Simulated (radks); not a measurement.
Values are calculated unless marked as measured or tabulated.
These are the eigenvalues of the occupied orbitals of an atom or ion with whole-number occupations (Ry). Level of theory: scalar-relativistic Kohn-Sham, PBE, spin-unpolarised, spherical densities, finite nucleus; Fermi nuclear charge, rms radius of each element as measured or else 0.836 A^(1/3) + 0.57 fm (a radial shooting solver on a logarithmic mesh with Libxc functionals).

| orbital | eigenvalue |
|---|---|
| 1s | -5109.857 |
| 2s | -885.1998 |
| 2p | -774.8210 |
| 3s | -206.8090 |
| 3p | -174.1051 |
| 3d | -136.4412 |
| 4s | -45.69769 |
| 4p | -34.96790 |
| 4d | -21.35145 |
| 5s | -9.51599 |
| 5p | -6.78603 |
| 4f | -6.24857 |
| 5d | -3.57416 |
| 6p | -2.35183 |

Which element is it, and in what charge state? The configuration may be excited.

Answer. Z = 74, tungsten, charge +4: W4+ in [Kr] 4d10 4f14 5s2 5p5 5d2 6p1. The list shows which subshells hold electrons but not how many an open one holds; the 1s level, -2554.9 hartree, gives Z - s = 71.5 by -(Z - s)^2/2, which with screening and relativity narrows Z to a few neighbours, and the depths of the outer levels then fix element, charge and occupations together.
